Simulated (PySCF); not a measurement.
BClH4O2Si, SMILES OB(O)[SiH2]Cl. Atoms are numbered in the order given.

```xyz
9

Si    -1.0000    -0.3663     0.0000
Cl     0.3908    -1.9537     0.0000
B      0.1696     1.3145     0.0000
O     -0.2962     2.5921     0.0000
O      1.5126     1.1483     0.0000
H     -1.8703    -0.5237    -1.2016
H     -1.8703    -0.5237     1.2016
H     -1.2552     2.6756     0.0000
H      1.7737     0.2157     0.0000
```

The structure is a stationary point at B3LYP-D3(BJ)/def2-SVP. Other conformers were not sampled.

Computed with PBE/def2-TZVP in PySCF.

ESP charges are fitted to the potential on shells at 1.4 to 2.0 van der Waals radii. Atomic charges (e):

```csv
atom,ESP fit,Mulliken
Si1,-0.08,0.11
Cl2,-0.12,-0.26
B3,0.46,0.19
O4,-0.57,-0.33
O5,-0.47,-0.32
H6,0.02,-0.01
H7,0.02,-0.01
H8,0.42,0.32
H9,0.34,0.31
```

**Question.** Give the Mayer and Wiberg (Löwdin basis) orders of the bonds. (The exact figures need the calculation; the answer reports its results.)

**Answer.** 
```
bond     Mayer  Wiberg
-------  -----  ------
Si1–Cl2   1.08    1.71
Si1–B3    0.93    1.08
B3–O4     1.36    2.04
B3–O5     1.38    2.06
Si1–H6    0.92    0.92
Si1–H7    0.92    0.92
O4–H8     0.88    0.95
O5–H9     0.85    0.92
```
